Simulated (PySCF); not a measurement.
Identify the unknown among the candidates.

All candidates are C6H12BP.

| technique | computed result |
| --- | --- |
| Polarisability | 114.7 au [CAM-B3LYP/def2-SVPD] |
| Valence photoelectron | vertical ionisation energy: 9.42 eV [ΔSCF CAM-B3LYP/def2-SVPD] |
| Triplet | lowest triplet excitation (Tamm–Dancoff): 4.87 eV [TDA CAM-B3LYP/def2-SVPD] |
| UV, strongest line | among the 10 lowest singlet transitions: S9 at 7.46 eV (166 nm, f = 0.299) [TDDFT CAM-B3LYP/def2-SVPD] |
| Rotational structure | rotational constants A, B, C: 2.483, 1.079, 0.880 GHz [PBE0-D3(BJ)/def2-SVP] |
| 1H NMR | chemical shifts (computed TMS as zero) by class: 2.85 (1 H), 2.34 (1 H), 2.30 (2 H), 2.21 (3 H), 2.02 (2 H), 1.13 (3 H) ppm [GIAO KT3/pcSseg-1] |
| NMR, other nuclei | isotropic shieldings of nuclei other than C and H, by class: 141 (1 B), 308 (1 P) ppm [GIAO KT3/pcSseg-1] |
| 13C NMR | chemical shifts (computed TMS as zero) by class: 103.9 (1 C), 69.8 (1 C), 31.4 (2 C), 26.4 (1 C), 7.6 (1 C) ppm [GIAO KT3/pcSseg-1] |
| Dipole | 5.67 D [CAM-B3LYP/def2-SVPD] |
| UV, first state | lowest singlet excitation: 5.59 eV (222 nm, f = 0.003) [TDDFT CAM-B3LYP/def2-SVPD] |

Gas-phase values; electronic properties from PySCF, density fitting. Levels stand in brackets. Geometry: PBE0-D3(BJ)/def2-SVP, one conformer, isolated molecule. Each NMR value is the plain mean over a class of atoms that symmetry, rotation or inversion makes alike.

Problem. Which candidate is it?
A. `[BH3-][P+]1(C#CC)CCC1`
B. `[BH3-][P+]1(C)C=CCC=C1`
C. `[BH3-][P+]1(CC#C)CCC1`

Solution. A. It is `[BH3-][P+]1(C#CC)CCC1`. Numbering: `[BH3-:1][P+:2]1([C:3]#[C:4][CH3:5])[CH2:6][CH2:7][CH2:8]1`. 6 carbons fall into 5 classes; from least to most shielded: alkyne carbon [C4] (103.9 ppm), alkyne carbon [C3] (69.8 ppm), ring sp3 carbon bound to phosphorus [C6/C8] (31.4 ppm, 2 C), four-membered-ring carbon [C7] (26.4 ppm), propargylic carbon [C5] (7.6 ppm). Hydrogen classes from least to most shielded: 1 H on a four-membered-ring carbon, C7 (2.85 ppm), 1 H on a four-membered-ring carbon, C7 (2.34 ppm), 2 H on 2 like atoms (sp3 carbon bound to phosphorus), C6/C8 (2.30 ppm), 3 H on a propargylic carbon, C5 (2.21 ppm), 2 H on 2 like atoms (sp3 carbon bound to phosphorus), C6/C8 (2.02 ppm), 3 H on a four-coordinate boron, B1 (1.13 ppm). The other shieldings belong to: 141 ppm, four-coordinate boron [B1]; 308 ppm, phosphorus bonded to B and 3 C [P2]. The first electron is taken from the HOMO, whose largest Löwdin shares are 0.18 on the four-coordinate boron, 0.17 on an alkyne carbon, 0.16 on an alkyne carbon and 0.16 on the phosphorus bonded to B and 3 C. By its constants the optimised geometry is an asymmetric top.

The others, at the same levels:
- `[BH3-][P+]1(C)C=CCC=C1` fails: its computed lowest singlet excitation is 5.81 eV (213 nm, f = 0.001) (against 5.59 eV), vertical ionisation energy is 9.22 eV (against 9.42 eV) and lowest triplet excitation (Tamm–Dancoff) is 4.15 eV (against 4.87 eV).
- `[BH3-][P+]1(CC#C)CCC1` fails: its computed 13C shifts are 71.3 (1 C), 65.0 (1 C), 25.0 (2 C), 24.8 (1 C), 21.9 (1 C) ppm, 1H shifts are 2.85 (1 H), 2.67 (2 H), 2.41 (1 H), 2.34 (2 H), 2.28 (2 H), 2.08 (1 H), 0.94 (3 H) ppm and lowest singlet excitation is 6.40 eV (194 nm, f = 0.000) (against 5.59 eV).

Each candidate is one conformer, not necessarily the lowest. The conformers computed, where there is a choice (atom-mapped SMILES and torsion angles):
- `[BH3-:1][P+:2]1([CH2:3][C:4]#[CH:5])[CH2:6][CH2:7][CH2:8]1`: B1–P2–C3–C4 179°
